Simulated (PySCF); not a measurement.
# Two-component Hartree-Fock for W⁶¹⁺ (tungsten, charge +61)

Start: [Ne] 3s2 3p1; 3p3/2 filled at m_j = +3/2. Calculated with PySCF 2.14 in an uncontracted even-tempered set (18 s from 19 bohr⁻², ratio 2.4; 14 p from 25 bohr⁻², ratio 2.4; 4 d from 83 bohr⁻², ratio 2.6; 4 f from 120 bohr⁻², ratio 2.6): generalised Hartree-Fock with the X2C-1e Hamiltonian and a Gaussian nucleus; one run each with spin-orbit coupling (SO) screened by Boettger's factors, then bare. This is a chosen level, not necessarily the ground level.

| spinor shell | electrons | ε, screened SO (eV) | ε, bare SO (eV) | weight of nominal j (bare SO) | rms radius, bare SO (bohr) |
| --- | --- | --- | --- | --- | --- |
| 1s1/2 | 2 | -74967.3 | -74966.4 | 1.000 | 0.0207 |
| 2s1/2 | 2 | -17010.4 | -17010.2 | 1.000 | 0.0825 |
| 2p1/2 | 2 | -16507.1 | -16540.1 | 1.000 | 0.0699 |
| 2p3/2 | 4 | -15115.0 | -15104.5 | 1.000 | 0.0771 |
| 3s1/2 | 2 | -6885.0 | -6885.0 | 1.000 | 0.197 |
| 3p3/2 | 1 | -6363.8 | -6361.0 | 1.000 | 0.198 |

| quantity | screened SO | bare SO |
| --- | --- | --- |
| E (hartree) | -11821.60088 | -11822.41567 |
| M_J | 3/2 | 3/2 |
| ⟨J²⟩ | 3.750 | 3.750 |
| ⟨L²⟩ | 2.031 | 2.033 |
| ⟨S²⟩ | 0.781 | 0.783 |

Each row is a mean over spinors that exchange with the open shell spreads, by up to 28.612 eV (3s1/2).

Breit and QED terms are absent; they matter most for the inner s and p1/2 levels.

Densities and radii are taken from the X2C orbitals without a picture-change correction, which distorts them close to the nucleus.
